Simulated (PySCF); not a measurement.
(OH)3Sn-O-SiH3.
Bonds: Sn1–O2, Sn1–O3, Sn1–O4, Sn1–O5, O5–Si6. Hydrogens: H7 on O2; H8 on O3; H9 on O4; H10, H11, H12 on Si6.

Method used: PBE0-D3(BJ)/def2-SVP geometry optimisation, gas phase, def2 core potentials past Kr in PySCF.

Task: Give the optimised bond lengths and angles.

Result: 
```json
{"bond": "Sn1–O2, Sn1–O3, Sn1–O4", "length (Å)": "1.962"}
{"bond": "Sn1–O5", "length (Å)": "1.956"}
{"bond": "O2–H7, O3–H8, O4–H9", "length (Å)": "0.966"}
{"bond": "O5–Si6", "length (Å)": "1.663"}
{"bond": "Si6–H10, Si6–H11, Si6–H12", "length (Å)": "1.494"}
```

Bonds in one row agree within 0.01 Å and their mean is given. A selection of angles:
```json
{"angle": "O2–Sn1–O3", "degrees": "108.3"}
{"angle": "O2–Sn1–O5", "degrees": "114.1"}
{"angle": "O3–Sn1–O4", "degrees": "115.7"}
{"angle": "O3–Sn1–O5", "degrees": "105.4"}
{"angle": "Sn1–O2–H7", "degrees": "111.2"}
{"angle": "Sn1–O5–Si6", "degrees": "135.0"}
{"angle": "O5–Si6–H10", "degrees": "111.1"}
{"angle": "O5–Si6–H11", "degrees": "107.8"}
{"angle": "H10–Si6–H11", "degrees": "109.0"}
```

Dihedral angles: O2–Sn1–O5–Si6 89° (synclinal); H7–O2–Sn1–O3 -29° (synperiplanar); H8–O3–Sn1–O2 143° (anticlinal); H9–O4–Sn1–O2 21° (synperiplanar).

Sn1 (tin bonded to 4 O) is distorted tetrahedral (angles from 105.4° to 115.7°). Si6 (silicon bonded to O and 3 H) is tetrahedral (angles from 107.8° to 111.3°). O5 (oxygen bonded to Si and Sn) is bent (angle 135.0°).

Point group: C1 (no symmetry element, even within 0.4 Å). Stationary, but not proved a minimum. One conformer, not necessarily the lowest (O3–Sn1–O2–H -29°, O2–Sn1–O3–H 143°, O2–Sn1–O4–H 21°).
